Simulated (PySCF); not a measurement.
## Radial density of Ge (germanium, neutral)

r2SCAN0, [Ar] 3d10 4s1 4p3, high-spin 5S determinant (an excited configuration). Computed with PySCF 2.14 in aug-cc-pVTZ-DK (7s6p4d2f, 59 functions), with the spin-free X2C one-electron Hamiltonian (Gaussian nucleus).

| r (bohr) | 4πr²ρ (e/bohr) | 4πr²(ρα − ρβ) |
| --- | --- | --- |
| 0.000790 | 0.2944 | 0.0002 |
| 0.00133 | 0.7285 | 0.0004 |
| 0.00223 | 1.765 | 0.0009 |
| 0.00376 | 4.133 | 0.0022 |
| 0.00632 | 9.146 | 0.0049 |
| 0.0106 | 18.33 | 0.0096 |
| 0.0179 | 30.91 | 0.0157 |
| 0.0301 | 39.25 | 0.0198 |
| 0.0506 | 34.72 | 0.0269 |
| 0.0851 | 33.50 | 0.0713 |
| 0.143 | 45.72 | 0.0874 |
| 0.241 | 29.95 | -0.0424 |
| 0.405 | 25.45 | 0.1725 |
| 0.681 | 23.79 | 0.0052 |
| 1.15 | 6.118 | 0.5845 |
| 1.93 | 2.208 | 1.8543 |
| 3.24 | 0.9147 | 0.9094 |
| 5.45 | 0.08098 | 0.0810 |
| 9.17 | 0.0003301 | 0.0003 |

Densities and radii are taken from the X2C orbitals without a picture-change correction, which distorts them close to the nucleus.

**Question.** Where is the radial spin density 4πr²(ρα − ρβ) most negative, and why is it negative at all?

**Answer.** Around r = 0.241 bohr, down to -0.0424 e/bohr: exchange with the open shell polarises the paired shells in an unrestricted calculation.
